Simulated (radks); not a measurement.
Coulomb parameter of the 5d shell of the osmium ion Os2+ in the model configuration [Xe] 4f14 5d5 6p1, as a second difference U = [E(n + 1) + E(n - 1) - 2 E(n)] / (1)^2 with all orbitals relaxed. "Bare": the charge of the atom changes with n. "Screened": the 6p shell takes up the change at fixed total charge, which measures U(5d,5d) + U(6p,6p) - 2 U(5d,6p). Calculated with a radial shooting solver on a logarithmic mesh with Libxc functionals: Dirac Kohn-Sham, PBEsol, spin-unpolarised, spherical densities, finite nucleus; open shells are shared between the two j in proportion to 2j + 1; Fermi nuclear charge, rms radius 5.4126 fm.

case             configuration  E - E(n) (eV)
start        [Xe] 4f14 5d5 6p1          0.000
bare +1      [Xe] 4f14 5d6 6p1        -20.957
bare -1      [Xe] 4f14 5d4 6p1         32.615
screened +1      [Xe] 4f14 5d6        -10.159
screened -1  [Xe] 4f14 5d4 6p2         12.113

U(bare) = 11.659 eV, U(screened by 6p) = 1.954 eV.
